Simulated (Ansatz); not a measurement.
Ansatz (a quantum-chemistry and plane-wave program) input:
A basis named .json is the Basis Set Exchange file of that set.

Ansatz 0.2 input:
```yaml
crystal:
  periodic: [false, false, false]
  atoms:
    - {symbol: Si, position_ang: [-0.00000000, -0.00000000, -0.10196874]}
    - {symbol: H, position_ang: [0.00000000, 0.00000000, 1.42756239]}
basis:
  gaussian:
    orbitals: aug-cc-pV_D+d_Z.json
magnetization: {spin_polarized: true, initial_magnetization: 1}
correlation: {method: ccsd_t, electrons: outside_noble_gas}
output: {forces: true}
```

Question: Predict the final energy.

Answer: -289.52806 Eh (CCSD(T)/aug-cc-pV(D+d)Z). The basis has 41 functions.
